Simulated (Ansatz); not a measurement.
The cluster Si5Se5, relaxed as a singlet with RKS PBE-D4/def2-SVP in Ansatz, starting from the GFN2-xTB geometry. Force threshold 0.03 eV/Å.

Another isomer (singlet) lies 0.20 eV lower at PBE0-D4/def2-TZVP; other spin states weren't run for this one.

Start:

Cartesian coordinates in Å:
```
Si -0.825 -2.772 -1.217
Si -0.852 1.494 2.338
Si 0.085 0.619 -2.327
Si 2.775 1.109 0.459
Si -0.887 -0.851 0.209
Se -0.820 -0.862 2.541
Se -1.480 1.280 -0.498
Se -0.968 -1.433 -3.062
Se 1.476 -0.640 -0.524
Se 1.497 2.057 2.081
```

| step | energy (eV) | largest force component (eV/Å) | SCF passes |
| --- | --- | --- | --- |
| 1 | -366021.8393 | 0.812 | 25 |
| 2 | -366022.0394 | 0.540 | 28 |
| 3 | -366022.1529 | 0.582 | 23 |
| 4 | -366022.2212 | 0.345 | 23 |
| 5 | -366022.2752 | 0.181 | 27 |
| 6 | -366022.2983 | 0.173 | 22 |
| 7 | -366022.3043 | 0.083 | 22 |
| 8 | -366022.3053 | 0.069 | 22 |
| 9 | -366022.3067 | 0.021 | 23 |

Force components are those of the run's own axes.

End:

```xyz
10

Si   -1.431   -2.694   -1.327
Si   -0.928    1.471    2.082
Si    0.332    0.752   -2.021
Si    2.752    1.238    0.374
Si   -0.642   -1.052    0.316
Se   -0.740   -0.929    2.560
Se   -1.529    1.023   -0.372
Se   -0.807   -1.282   -2.977
Se    1.607   -0.765   -0.483
Se    1.386    2.238    1.847
```

By distances, no bond broke or formed. The bond that changes most is Si2–Se7, from 2.91 to 2.57 Å (atoms count from 1).

No frequencies were taken in this run, so the end may be a saddle point.

Hardware: 6 threads of Intel Xeon on a shared host. Wall time 62 s, peak host memory 0.69 GiB.
